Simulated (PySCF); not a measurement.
Species: C5H9N2S (charge +1).
Atom-mapped SMILES: `[CH3:1][n:2]1[cH:3][c:4]([SH:5])[cH:6][n+:7]1[CH3:8]`

Structure used (GFN2-xTB), in Å, numbered top down from 1:
```xyz
17
C5H9N2S angstrom
C     -1.3127   -1.4912   -0.1768
N     -0.1856   -0.6079   -0.1069
C      1.1087   -0.9018   -0.2914
C      1.8548    0.2639   -0.1272
S      3.5765    0.5071   -0.2437
C      0.9136    1.2527    0.1642
N     -0.3013    0.6958    0.1687
C     -1.5618    1.3306    0.4204
H     -0.9619   -2.4923   -0.4149
H     -2.0089   -1.1719   -0.9544
H     -1.8401   -1.5249    0.7782
H      1.4379   -1.8948   -0.5247
H      3.8660   -0.7632   -0.5247
H      1.0727    2.2942    0.3597
H     -2.0541    0.8873    1.2878
H     -1.3896    2.3856    0.6204
H     -2.2213    1.2427   -0.4447
```

Definitions: NICS(0) = −σiso at the ring centroid; NICS(1) = −σiso and NICS(1)zz = −σzz at ±1 Å along the ring normal z. Level: GIAO PBE0/pcSseg-1 (PySCF, non-relativistic, gas phase) on the GFN2-xTB geometry, one conformer.

Ring bond lengths (Å), with Mayer bond orders in brackets: N2–C3 1.340 (1.18), C3–C4 1.394 (1.32), C4–C6 1.396 (1.33), C6–N7 1.337 (1.20), N7–N2 1.337 (1.13).

What do the NICS probes read (ppm)?

| ring | type | NICS(0) | NICS(1), two faces | NICS(1)zz, two faces | rms pucker (Å) | centre to ring atoms, mean (Å) |
| --- | --- | --- | --- | --- | --- | --- |
| N2–C3–C4–C6–N7 | 5-membered ring with 2 N; formal bonds all aromatic | -13.7 | -10.7 / -10.6 | -25.4 / -25.4 | 0.00 | 1.16 |

What do they say, and how far can they be read as aromaticity?

- N2–C3–C4–C6–N7: mean NICS(1)zz -25.4 ppm, shielded. For a flat ring without four-coordinate atoms the NICS criterion counts such a value as aromatic.

And the bond-length index? HOMA = 1 − mean of α(R − Ropt)² over the ring bonds, with Krygowski's 1993 parameters (CC: Ropt 1.388 Å, α 257.7 Å⁻²; CN: Ropt 1.334 Å, α 93.52 Å⁻²; NN: Ropt 1.309 Å, α 130.33 Å⁻²).

- N2–C3–C4–C6–N7: HOMA 0.97; the largest term is that of N7–N2, α(R − Ropt)² = 0.11. The geometric and the magnetic index point the same way.

At the second NICS(1) probe listed for ring N2–C3–C4–C6–N7, 1 Å off the ring, what do the in-plane components average?

The isotropic value is a third of the trace: (3 × -10.6 − (-25.4))/2 = -3.2 ppm.

What are the shieldings of the ring atoms and their hydrogens in the same run (means over atoms taken as equivalent)?

| atoms | environment | σ isotropic (ppm) |
| --- | --- | --- |
| N2 (×2) | nitrogen bonded to 2 C and N | 50.1 |
| C3 (×2) | aromatic CH next to a ring nitrogen | 46.0 |
| C4 | substituted aromatic carbon | 55.9 |
| H12 (×2) | aromatic hydrogen | 23.99 |
